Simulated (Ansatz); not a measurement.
A structure relaxed at PBE-D4/def2-SVPD in Ansatz, charge -1, doublet:

```xyz
6

Si    1.211   -0.469   -0.501
Si    0.383    2.399    0.833
Si   -0.932   -1.324    0.296
Se   -2.015   -2.573   -1.127
Se   -0.499    1.231   -1.008
Se    1.852    0.737    1.507
```

**Question.** Give its formula.

**Answer.** the cluster Si₃Se₃⁻.

**Question.** Summarise the bond lengths by kind (pairs closer than 1.2 times the sum of covalent radii, bridged metal pairs left out).

**Answer.** 5 × Se–Si 2.18 to 2.46 Å; 1 × Si–Si 2.44 Å.

Another isomer (doublet) lies 0.59 eV lower at PBE0-D4/def2-TZVPD; other spin states weren't run for this one.
